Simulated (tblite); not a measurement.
Start geometry of `CCC#C[SiH2]P` from a force field or distance geometry (Å):
```
atom  x, y, z in Å
C1     2.3025    1.1667    0.3283
C2     1.8893    0.1920   -0.7686
C3     0.5262   -0.2911   -0.5639
C4    -0.6100   -0.6682   -0.4190
Si5   -2.3626   -1.2718   -0.1460
P6    -3.1395   -0.2690    1.6691
H7     2.2379    0.7098    1.3167
H8     3.3273    1.5183    0.1767
H9     1.6424    2.0435    0.3321
H10    2.5798   -0.6649   -0.7478
H11    1.9838    0.6691   -1.7393
H12   -2.4087   -2.7413    0.0598
H13   -3.2330   -0.8980   -1.2896
H14   -2.7190    1.0401    1.3292
H15   -2.0208   -0.5272    2.4981
```

Task: What comes out of this run: GFN2-xTB geometry optimisation, gas phase (tblite 0.8.0)?

Result: 
```
atom  x, y, z in Å
C1     2.276    1.164    0.333
C2     1.897    0.178   -0.774
C3     0.541   -0.302   -0.603
C4    -0.589   -0.698   -0.453
Si5   -2.324   -1.243   -0.141
P6    -3.171   -0.264    1.697
H7     2.205    0.686    1.307
H8     3.295    1.515    0.191
H9     1.608    2.023    0.322
H10    2.579   -0.678   -0.762
H11    1.978    0.663   -1.751
H12   -2.340   -2.691    0.090
H13   -3.164   -0.851   -1.276
H14   -2.736    1.007    1.371
H15   -2.059   -0.502    2.484
```

The energy falls by 7.4 kJ/mol over 31 L-BFGS steps, the largest force on an atom goes from 0.87 to 0.010 eV/Å, and the atoms move by 0.049 Å rms after alignment. Among the bonds, Si5–P6, P6–H14 and P6–H15 change most and about equally (-0.034 to +0.034 Å). Bonds longer at the end by more than 0.005 Å: 3 of 14; shorter: 9. Among the angles that change most is C4–Si5–P6, from 107.6° to 111.3°. Rotational constants go from 4433, 840.3, 723.2 to 4402, 840.1, 721.9 MHz. The orientation of the end geometry is arbitrary; only internal coordinates are fixed.

Hardware: one thread of an Arm Neoverse N1, shared host with 64 logical CPUs at a one-minute load of 54. Cost: 0.31 s.

Its lowest GFN2-xTB frequency is 8i cm⁻¹, too small to tell a flat minimum from a shallow saddle. The numbers are those of one conformer.

These are computed values.
